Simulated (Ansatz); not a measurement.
Program: Ansatz 0.2.0.

Basis-set series for C2H6ClGa, SMILES `[CH3][Ga]([CH3])[Cl]`. Total charge 0; spin multiplicity 1. Geometry: relaxed with PBE0-D4/def2-TZVP.

Cartesian coordinates in Å:
```
C -0.8082 -0.9659 1.2848
Ga 0.4820 -0.2400 0.0056
C 0.3095 1.2186 -1.2869
Cl 2.4211 -1.2169 0.0186
H -0.3570 -1.7575 1.8819
H -1.1698 -0.1780 1.9499
H -1.6749 -1.3706 0.7562
H 1.2446 1.3714 -1.8245
H -0.4812 0.9929 -2.0067
H 0.0339 2.1460 -0.7790
```

```tsv
functional	basis	functions	energy (Eh)	HOMO (eV)	LUMO (eV)
PBE0-D4	def2-TZVPP	236	-2464.49439	-7.83	-0.86
PBE0-D4	def2-QZVPP	453	-2464.55603	-7.85	-0.90
ωB97M-V	def2-TZVPP	236	-2464.81317	-10.02	0.83
ωB97M-V	def2-QZVPP	453	-2464.87285	-10.05	0.66
```

(1) Give the rows for def2-SVP. (An estimate is asked.)

Results:

(1) The calculation gave: 
| functional | basis | functions | energy (Eh) | HOMO (eV) | LUMO (eV) |
| --- | --- | --- | --- | --- | --- |
| PBE0-D4 | def2-SVP | 108 | -2463.99941 | -7.72 | -0.75 |
| ωB97M-V | def2-SVP | 108 | -2464.31489 | -9.89 | 0.99 |

Positive LUMOs are unbound and depend on the basis. Scalar relativity is left out up to krypton.
